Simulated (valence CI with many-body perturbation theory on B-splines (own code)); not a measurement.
# E1 line list for Sn XXXVI

Method: configuration interaction combined with many-body perturbation theory (CI+MBPT): five valence electrons over a frozen Dirac-Fock core [Ne], radial functions for each j: 9 s, 9 p, 8 d, 6 f, 3 g, 1 h, with the one-electron correlation potential Σ1, the two-electron term Σ2, the three-electron term Σ3, Breit, model QED; selected CI, second order for the rest (own B-spline code, finite nucleus).

The last digits are not significant, and no measured levels were compared; by estimate large intervals hold to a few tenths of a per cent, small ones and those within an open d or f shell to about a per cent. Among the levels kept, up to 540 cm⁻¹ of a level comes from second order outside the variational space, and about a tenth of that is noise between levels of different J, which matters for small intervals.

Lines 1 to 50 of 211 in falling wavelength, among levels below 2426700 cm⁻¹, chosen from the strongest by gf and those to the six lowest levels. Wavelengths and rates use the calculated energies. Electric multipoles are in the length gauge, E1 and E2 with the static RPA response of the core. Weak lines are less certain than strong ones. Lines between different terms over intervals too small for the method are left out, as are lines whose strength nearly cancels. Where a level lies close to another of its J and parity, the split of strength between their lines is uncertain. The highest levels of a list are the least certain.

Levels are named by their leading jj configuration (3d3/2^4 stands for four electrons in 3d with j = 3/2), which in mixed levels can hold well under half, so a name can repeat and another be missing. Letters in brackets count levels of one name in rising energy.

| λ vac (Å) | Upper | Lower | A (s⁻¹) | S (a.u.) |
| --- | --- | --- | --- | --- |
| 540.7 | (3s^2 3p1/2^2 3d3/2) J=3/2 | (3s^2 3p3/2^3) J=3/2 | 5.82e+05 | 1.82e-04 |
| 488.0 | (3s 3p1/2^2 3p3/2^2) J=5/2 | (3s^2 3p3/2^3) J=3/2 | 5.40e+05 | 1.86e-04 |
| 293.6 | (3s 3p1/2^2 3p3/2 3d5/2) J=5/2 | (3s^2 3p3/2^2 3d5/2) J=7/2 | 2.30e+07 | 1.73e-03 |
| 266.8 | (3s^2 3p1/2^2 3d5/2) J=5/2 | (3s^2 3p3/2^3) J=3/2 | 6.87e+05 | 3.86e-05 |
| 262.6 | (3s 3p1/2^2 3p3/2^2) J=1/2 | (3s^2 3p3/2^3) J=3/2 | 4.21e+07 | 7.51e-04 |
| 252.4 | (3s 3p1/2^2 3p3/2^2) J=3/2 | (3s^2 3p3/2^3) J=3/2 | 8.04e+07 | 2.55e-03 |
| 218.5 | (3s 3p1/2^2 3p3/2 3d3/2) J=5/2 | (3s^2 3p1/2 3p3/2 3d3/2) J=5/2 [c] | 5.30e+07 | 1.64e-03 |
| 215.0 | (3s 3p1/2^2 3p3/2 3d3/2) J=3/2 [a] | (3s^2 3p1/2 3p3/2 3d3/2) J=5/2 [c] | 7.96e+07 | 1.56e-03 |
| 214.9 | (3s 3p1/2^2 3p3/2 3d3/2) J=3/2 [a] | (3s^2 3p1/2 3p3/2 3d3/2) J=1/2 [c] | 8.69e+07 | 1.70e-03 |
| 208.7 | (3s 3p1/2^2 3p3/2 3d3/2) J=7/2 | (3s^2 3p1/2 3p3/2 3d5/2) J=7/2 [b] | 4.04e+07 | 1.45e-03 |
| 208.1 | (3s 3p1/2^2 3p3/2 3d3/2) J=7/2 | (3s^2 3p1/2 3p3/2 3d3/2) J=5/2 [c] | 9.05e+07 | 3.22e-03 |
| 200.3 | (3s 3p1/2^2 3p3/2 3d3/2) J=3/2 [b] | (3s^2 3p1/2 3p3/2 3d5/2) J=5/2 [b] | 9.11e+07 | 1.44e-03 |
| 199.0 | (3s 3p1/2^2 3p3/2 3d3/2) J=5/2 | (3s^2 3p1/2 3p3/2 3d3/2) J=3/2 [b] | 4.50e+08 | 1.05e-02 |
| 192.3 | (3s 3p1/2^2 3p3/2 3d3/2) J=3/2 [a] | (3s^2 3p1/2 3p3/2 3d5/2) J=3/2 [a] | 9.78e+07 | 1.37e-03 |
| 190.8 | (3s 3p1/2^2 3p3/2 3d5/2) J=5/2 | (3s 3p1/2 3p3/2^3) J=3/2 [b] | 5.91e+07 | 1.22e-03 |
| 186.6 | (3s 3p1/2^2 3p3/2 3d5/2) J=3/2 | (3s 3p1/2 3p3/2^3) J=3/2 [b] | 2.98e+08 | 3.83e-03 |
| 186.5 | (3s 3p1/2^2 3p3/2 3d3/2) J=3/2 [a] | (3s^2 3p1/2 3p3/2 3d3/2) J=1/2 [b] | 8.13e+07 | 1.04e-03 |
| 185.9 | (3s 3p1/2^2 3p3/2 3d3/2) J=1/2 | (3s^2 3p1/2 3p3/2 3d3/2) J=1/2 [b] | 3.18e+08 | 2.02e-03 |
| 177.8 | (3s 3p1/2^2 3p3/2 3d5/2) J=5/2 | (3s^2 3p1/2 3p3/2 3d5/2) J=5/2 [b] | 9.84e+07 | 1.64e-03 |
| 176.5 | (3s 3p1/2^2 3p3/2 3d3/2) J=7/2 | (3s^2 3p1/2 3p3/2 3d3/2) J=5/2 [b] | 1.15e+09 | 2.49e-02 |
| 176.4 | (3s 3p1/2^2 3p3/2 3d3/2) J=3/2 [b] | (3s^2 3p1/2 3p3/2 3d3/2) J=5/2 [c] | 1.19e+08 | 1.29e-03 |
| 176.3 | (3s 3p1/2^2 3p3/2 3d3/2) J=3/2 [b] | (3s^2 3p1/2 3p3/2 3d3/2) J=1/2 [c] | 1.31e+08 | 1.42e-03 |
| 175.9 | (3s 3p1/2^2 3p3/2 3d5/2) J=5/2 | (3s^2 3p1/2 3p3/2 3d5/2) J=3/2 [b] | 1.77e+08 | 2.86e-03 |
| 173.6 | (3s^2 3p1/2 3p3/2 3d3/2) J=5/2 [a] | (3s^2 3p3/2^3) J=3/2 | 4.44e+07 | 6.87e-04 |
| 173.4 | (3s^2 3p1/2 3p3/2 3d3/2) J=3/2 [a] | (3s^2 3p3/2^3) J=3/2 | 6.02e+07 | 6.20e-04 |
| 172.9 | (3s^2 3p1/2^2 3d3/2) J=3/2 | (3s^2 3p1/2 3p3/2^2) J=1/2 | 2.67e+05 | 2.73e-06 |
| 172.3 | (3s 3p1/2^2 3p3/2 3d5/2) J=3/2 | (3s^2 3p1/2 3p3/2 3d5/2) J=3/2 [b] | 2.61e+08 | 2.64e-03 |
| 171.1 | (3s^2 3p1/2 3p3/2 3d3/2) J=1/2 [a] | (3s^2 3p3/2^3) J=3/2 | 7.27e+07 | 3.60e-04 |
| 169.5 | (3s 3p1/2^2 3p3/2 3d3/2) J=7/2 | (3s^2 3p1/2 3p3/2 3d5/2) J=9/2 | 8.37e+07 | 1.61e-03 |
| 163.5 | (3s 3p1/2 3p3/2^3) J=3/2 [a] | (3s^2 3p3/2^3) J=3/2 | 2.00e+08 | 1.72e-03 |
| 163.4 | (3s 3p1/2^2 3p3/2 3d3/2) J=3/2 [b] | (3s^2 3p1/2 3p3/2 3d3/2) J=3/2 [b] | 7.09e+08 | 6.11e-03 |
| 158.7 | (3s 3p1/2^2 3p3/2 3d5/2) J=5/2 | (3s^2 3p1/2 3p3/2 3d3/2) J=5/2 [c] | 4.17e+08 | 4.94e-03 |
| 156.7 | (3s 3p1/2^2 3p3/2 3d3/2) J=3/2 [b] | (3s^2 3p1/2 3p3/2 3d3/2) J=1/2 [b] | 1.19e+08 | 9.02e-04 |
| 155.8 | (3s 3p1/2^2 3p3/2 3d5/2) J=3/2 | (3s^2 3p1/2 3p3/2 3d3/2) J=5/2 [c] | 1.01e+08 | 7.57e-04 |
| 153.5 | (3s^2 3p1/2^2 3d3/2) J=3/2 | (3s^2 3p1/2 3p3/2^2) J=5/2 | 5.35e+08 | 3.82e-03 |
| 153.1 | (3s 3p1/2^2 3p3/2 3d3/2) J=3/2 [b] | (3s^2 3p1/2 3p3/2 3d3/2) J=5/2 [b] | 6.09e+08 | 4.32e-03 |
| 150.1 | (3s 3p1/2^2 3p3/2 3d5/2) J=9/2 | (3s^2 3p1/2 3p3/2 3d5/2) J=9/2 | 2.08e+09 | 3.47e-02 |
| 149.0 | (3s 3p1/2^2 3p3/2^2) J=5/2 | (3s^2 3p1/2 3p3/2^2) J=5/2 | 1.68e+09 | 1.65e-02 |
| 148.9 | (3s^2 3p1/2 3p3/2 3d5/2) J=5/2 [a] | (3s^2 3p3/2^3) J=3/2 | 1.27e+09 | 1.24e-02 |
| 148.0 | (3s 3p1/2^2 3p3/2 3d3/2) J=5/2 | (3s^2 3p1/2 3p3/2 3d3/2) J=7/2 | 6.21e+08 | 5.96e-03 |
| 146.0 | (3s 3p1/2^2 3p3/2 3d5/2) J=5/2 | (3s^2 3p1/2 3p3/2 3d5/2) J=3/2 [a] | 9.20e+08 | 8.47e-03 |
| 145.6 | (3s 3p1/2^2 3p3/2 3d5/2) J=3/2 | (3s^2 3p1/2 3p3/2 3d3/2) J=3/2 [b] | 7.08e+08 | 4.32e-03 |
| 143.5 | (3s 3p1/2^2 3p3/2 3d5/2) J=3/2 | (3s^2 3p1/2 3p3/2 3d5/2) J=3/2 [a] | 5.06e+08 | 2.95e-03 |
| 143.1 | (3s 3p1/2^2 3p3/2 3d3/2) J=7/2 | (3s^2 3p1/2 3p3/2 3d3/2) J=7/2 | 2.39e+09 | 2.77e-02 |
| 140.7 | (3s^2 3p1/2^2 3d3/2) J=3/2 | (3s^2 3p1/2 3p3/2^2) J=3/2 | 8.08e+07 | 4.45e-04 |
| 140.3 | (3s 3p1/2^2 3p3/2 3d5/2) J=3/2 | (3s^2 3p1/2 3p3/2 3d3/2) J=1/2 [b] | 1.02e+09 | 5.55e-03 |
| 139.6 | (3s 3p1/2^2 3p3/2 3d5/2) J=5/2 | (3s^2 3p1/2 3p3/2 3d3/2) J=5/2 [b] | 2.74e+08 | 2.21e-03 |
| 137.7 | (3s 3p1/2^2 3p3/2 3d5/2) J=9/2 | (3s^2 3p1/2 3p3/2 3d5/2) J=7/2 [a] | 5.05e+09 | 6.51e-02 |
| 137.1 | (3s 3p1/2^2 3p3/2 3d3/2) J=3/2 [a] | (3s^2 3p1/2 3p3/2 3d3/2) J=1/2 [a] | 8.04e+08 | 4.09e-03 |
| 137.0 | (3s 3p1/2^2 3p3/2 3d3/2) J=5/2 | (3s^2 3p1/2 3p3/2 3d3/2) J=3/2 [a] | 7.79e+08 | 5.94e-03 |
